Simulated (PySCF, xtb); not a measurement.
C3H5BO2, SMILES C=C1OCB1O. The values are those of a single conformer.

Harmonic wavenumbers (cm⁻¹) from GFN2-xTB (xtb) at its own minimum, in rising order: 139, 218, 233, 405, 472, 594, 636, 707, 746, 805, 860, 867, 920, 1017, 1034, 1123, 1177, 1222, 1368, 1444, 1451, 1695, 2928, 2949, 3104, 3152, 3582.

Task: What does PBE0-D3(BJ)/def2-SVP (PySCF) give at its own minimum? (Estimate from the structure and the level; the computed values follow.)

Result: 140, 243, 254, 439, 484, 607, 610, 728, 748, 865, 870, 871, 917, 1034, 1107, 1166, 1233, 1276, 1384, 1446, 1547, 1758, 3059, 3117, 3179, 3292, 3903. Paired by order, the mean absolute difference is 55 cm⁻¹ and the zero-point energies are 49.8 and 51.9 kcal/mol.
